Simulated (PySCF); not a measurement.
## Nuclear repulsion and electron count by hand

System: ClCu, charge +1, doublet, at a GFN2-xTB geometry (such geometries of metal compounds can be far from the true shape) (the multiplicity is a formal guess). Level: PySCF with WB97X-V/6-31G*. Sums are taken with unrounded values, so a last digit can differ.

Coordinates (Å):

```
atom        x        y         z
----  -------  -------  --------
Cu1   0.00000  0.00000  -0.80005
Cl2   0.00000  0.00000   1.36479
```

Task: Work out the nuclear repulsion energy and the numbers of alpha and beta electrons.

Result: In atomic units each pair adds Z_i Z_j / r_ij, with r in bohr (1 bohr = 0.529177 Å).
| pair | r (Å) | r (bohr) | Z_i Z_j | term (Eh) |
|---|---|---|---|---|
| Cu1-Cl2 | 2.1648 | 4.0909 | 493 | 120.5100 |
The sum is 120.5100 Eh; PySCF gives 120.5100 Eh. The atomic numbers add up to 46, so at charge +1 there are 45 electrons; multiplicity 2 means 1 unpaired, so 23 alpha and 22 beta.
